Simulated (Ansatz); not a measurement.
`COBC=O` + CH₃SH → `COBCS` + `C=O`  (formal exchange of groups at a B–C bond)

Calculated with Ansatz (gas phase, PBE0-D4/def2-TZVP geometries, no zero-point term in ΔE). CBS: MP2 limit from def2 TZ/QZ plus the TZ coupled-cluster correction, frozen cores. This one scheme is used for every species. DFT in def2-TZVPP. B3LYP here is the variant with VWN-RPA as its local correlation; programs differ in this. Each species was taken in one conformer, which may not be the lowest.

(1) Is it downhill or uphill in electronic energy at CCSD(T)/CBS, and by how much? (An estimate is asked.)

(2) What do these levels give: PBE-D4, r2SCAN-D4, B3LYP-D4, ωB97X-V, B2PLYP, B3LYP, HF/def2-TZVPP, SCS-MP2/def2-TZVPP, CCSD(T)/def2-TZVPP, MP2/def2-QZVPP, SCS-MP2/def2-QZVPP, HF/CBS(def2)? (An estimate is asked.)

Largest T1 diagnostic among the species: 0.015.

## Answers

(1) Computed: Downhill: ΔE = -11.6 kJ/mol.

(2) Ansatz gave: PBE-D4 -13.4, r2SCAN-D4 -13.7, B3LYP-D4 -10.7, ωB97X-V -9.5, B2PLYP -9.0, B3LYP -5.7, HF/def2-TZVPP -4.1, SCS-MP2/def2-TZVPP -12.2, CCSD(T)/def2-TZVPP -12.8, MP2/def2-QZVPP -15.5, SCS-MP2/def2-QZVPP -11.4, HF/CBS(def2) -3.6 kJ/mol.

In def2-TZVPP, CCSD(T) changes the Hartree–Fock value by −8.7 kJ/mol (the triples alone add −1.4 kJ/mol) and MP2 by −12.2 kJ/mol. The D4 term adds −5.0 kJ/mol with B3LYP and −2.9 kJ/mol with PBE0; it sums over pairs of atoms, weighted by their polarisabilities, and B3LYP, whose exchange is more repulsive, gets the larger term.
